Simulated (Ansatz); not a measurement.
# Nudged elastic band run: GeH₅NOSZn

Input file:

```yaml
crystal:
  periodic: [false, false, false]
  atoms:
    - { symbol: O, position_ang: [0.642355, 0.921488, 0.825165] }
    - { symbol: Ge, position_ang: [0.040287, -0.81857, 0.557244] }
    - { symbol: S, position_ang: [1.6587, -2.196218, -0.164387] }
    - { symbol: "N", position_ang: [-1.15457, -0.196544, -0.631373] }
    - { symbol: Zn, position_ang: [-0.8725, 1.674645, -0.630116] }
    - { symbol: H, position_ang: [0.985603, 1.156778, 1.706018] }
    - { symbol: H, position_ang: [-0.37494, -1.375059, 1.949125] }
    - { symbol: H, position_ang: [1.707453, -1.588749, -1.383058] }
    - { symbol: H, position_ang: [-1.550064, -0.812796, -1.344372] }
    - { symbol: H, position_ang: [-0.999224, 3.184123, -0.881346] }
basis:
  gaussian: { orbitals: def2-SVP }
hamiltonian:
  xc: pbe
  dispersion: d4
neb:
  order_check: false
  images: 7
  f_tol: 0.05
  max_iterations: 60
  initial_path: linear
  final_atoms:
    - { symbol: O, position_ang: [0.40222705, 0.88748689, 1.08170635] }
    - { symbol: Ge, position_ang: [-0.06082118, -0.85317341, 0.60480688] }
    - { symbol: S, position_ang: [1.82014269, -1.92023757, -0.02525878] }
    - { symbol: "N", position_ang: [-1.13128746, -0.21834175, -0.68628374] }
    - { symbol: Zn, position_ang: [-0.84159725, 1.64873165, -0.63038972] }
    - { symbol: H, position_ang: [1.36403739, 1.0075043, 1.19776132] }
    - { symbol: H, position_ang: [-0.58870711, -1.60001497, 1.85884973] }
    - { symbol: H, position_ang: [1.7653615, -1.34779963, -1.26122347] }
    - { symbol: H, position_ang: [-1.79257281, -0.80740872, -1.19541266] }
    - { symbol: H, position_ang: [-0.85368283, 3.15235121, -0.9416559] }
```

Run as:

```bash
$ ansatz run input.yaml --threads 2 --pin off --max-ram 3072MiB --backend cpu --events-out ev --progress --plain --runs-dir out
```

Output, in part (warnings, iteration lines, the closing report on the highest movable image, with atoms numbered from 0):

```
NEB end point (image 0): max|allowed force component| = 8.111e-3 eV/Å (the criterion of neb.relax_end_points is 1.000e-2)
NEB end point (image 8): max|allowed force component| = 7.301e-3 eV/Å (the criterion of neb.relax_end_points is 1.000e-2)
NEB iter   1: max|band force component| = 8.071e0 eV/Å  barrier→ = 0.6091 eV  barrier← = 0.6404 eV  Δτ_max = 0.0839 Å  (270 SCF iters)
NEB iter   2: max|band force component| = 8.001e-1 eV/Å  barrier→ = 0.0148 eV  barrier← = 0.0461 eV  Δτ_max = 0.0250 Å  (207 SCF iters)
NEB iter   3: max|band force component| = 3.032e-1 eV/Å  barrier→ = 0.0069 eV  barrier← = 0.0382 eV  CI = image 3  Δτ_max = 0.0444 Å  (208 SCF iters)
NEB iter   4: max|band force component| = 2.769e-1 eV/Å  barrier→ = 0.0096 eV  barrier← = 0.0409 eV  CI = image 3  Δτ_max = 0.0288 Å  (208 SCF iters)
NEB iter   5: max|band force component| = 5.054e-2 eV/Å  barrier→ = 0.0050 eV  barrier← = 0.0362 eV  CI = image 3  Δτ_max = 0.0039 Å  (210 SCF iters)
NEB iter   6: max|band force component| = 2.835e-2 eV/Å  barrier→ = 0.0048 eV  barrier← = 0.0361 eV  CI = image 3  Δτ_max = 0.0000 Å  (392 SCF iters)
Total energy: -119349.07084589 eV, -4385.9974558806 hartree
Atom 0 at     0.479897     0.925146     0.917847 Å, force     0.015575     0.028288     0.020483 eV/Å
Atom 1 at    -0.004215    -0.830678     0.575406 Å, force     0.002827    -0.016996     0.007226 eV/Å
Atom 2 at     1.747311    -2.085657    -0.065352 Å, force     0.000737     0.003273    -0.003025 eV/Å
Atom 3 at    -1.136463    -0.221262    -0.677265 Å, force    -0.010289     0.002010     0.004183 eV/Å
Atom 4 at    -0.882446     1.651466    -0.681031 Å, force    -0.003741     0.001581    -0.012067 eV/Å
Atom 5 at     1.106824     1.137596     1.630831 Å, force    -0.012665    -0.021008    -0.015343 eV/Å
Atom 6 at    -0.487612    -1.469811     1.908099 Å, force     0.001531     0.000356    -0.001538 eV/Å
Atom 7 at     1.814857    -1.462998    -1.275863 Å, force     0.000029     0.001471     0.002067 eV/Å
Atom 8 at    -1.565171    -0.850106    -1.358029 Å, force     0.003954     0.001574    -0.000638 eV/Å
Atom 9 at    -0.989882     3.155403    -0.971742 Å, force     0.002044    -0.000549    -0.001348 eV/Å
Dipole moment:     0.068226    -0.060222     0.100692 e Å
```

It converged. The top lies less than 8 meV above the higher end, about what the thresholds resolve: that end is a shoulder or a very shallow well. Another band between the same ends (7 images) ends at a top of the same energy, where a vibrational analysis finds 1 clearly imaginary mode.

Final band (atoms are numbered from 1 in the order of the input):

| image | path coordinate (Å) | energy (eV) | dihedral H6–O1–Zn5–N4 (°) |
| --- | --- | --- | --- |
| 0 | 0.00 | 0.000 | -136 |
| 1 | 0.12 | 0.001 | -145 |
| 2 | 0.24 | 0.004 | -159 |
| 3 | 0.35 | 0.005 | -176 |
| 4 | 0.49 | 0.001 | 163 |
| 5 | 0.63 | -0.008 | 146 |
| 6 | 0.77 | -0.019 | 134 |
| 7 | 0.91 | -0.028 | 127 |
| 8 | 1.05 | -0.031 | 122 |

Time of the run: 2.7 min on 2 threads of Arm Neoverse V1 (shared host), peak memory 0.23 GiB.
